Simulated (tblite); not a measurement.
Species: C₃H₁₁ClO₂Si₃.
Atom-mapped SMILES: `[CH2:1]=[C:2]([CH3:3])[O:4][Si@H:5]([O:6][SiH3:7])[SiH2:8][Cl:9]` (hydrogens: H10, H11 on C1; H12, H13, H14 on C3; H15 on Si5; H16, H17, H18 on Si7; H19, H20 on Si8)

Computed geometry: GFN2-xTB, gas phase.

(1) Give the optimised bond lengths and angles.

## Answers

(1) 
```csv
bond,length (Å)
C1=C2,1.323
C2–C3,1.499
C2–O4,1.359
O4–Si5,1.626
Si5–O6,1.625
O6–Si7,1.620
Si5–Si8,2.287
Si8–Cl9,2.021
C1–H10,1.074
C1–H11,1.074
"C3–H12, C3–H13, C3–H14",1.088
Si5–H15,1.465
"Si7–H16, Si7–H17, Si7–H18",1.462
Si8–H19,1.469
Si8–H20,1.472
```

Bonds in one row agree within 0.01 Å and their mean is given. A selection of angles:
```csv
angle,degrees
C1–C2–C3,124.3
C1–C2–O4,123.6
C3–C2–O4,112.0
C2–O4–Si5,133.7
O4–Si5–O6,111.4
O4–Si5–Si8,99.4
O6–Si5–Si8,110.3
Si5–O6–Si7,156.9
Si5–Si8–Cl9,109.8
```

Torsions: C1–C2–O4–Si5 -8° (synperiplanar); C2–O4–Si5–O6 -50° (synclinal); O4–Si5–O6–Si7 -33° (synclinal); O4–Si5–Si8–Cl9 -154° (antiperiplanar).

Si7 (oxygen-bound silicon) is distorted tetrahedral (angles from 104.6° to 113.3°). Si8 (chlorine-bound silicon) is distorted tetrahedral (angles from 104.9° to 115.7°). Of the pairs four or more bonds apart, Si5···H11 is among the closest relative to their van der Waals radii: 2.91 Å, 88 % of the sum of Bondi's values. O4 (silyl ether oxygen) is bent (angle 133.7°). Si5 (oxygen-bound silicon) is distorted tetrahedral (angles from 99.4° to 122.6°). The C–C distances run from 1.323 Å (C1=C2, drawn double) to 1.499 Å (C2–C3, drawn single), a spread of 0.176 Å.

Point group: C1 (no symmetry element, even within 0.4 Å). Its lowest GFN2-xTB frequency is 8 cm⁻¹, too small to tell a flat minimum from a shallow saddle. One conformer, not necessarily the lowest.

The run took 10 s of wall time on an Intel Xeon at 2.50 GHz with one thread, shared host with 64 logical CPUs at a one-minute load of 59. These figures are those of the optimisation.
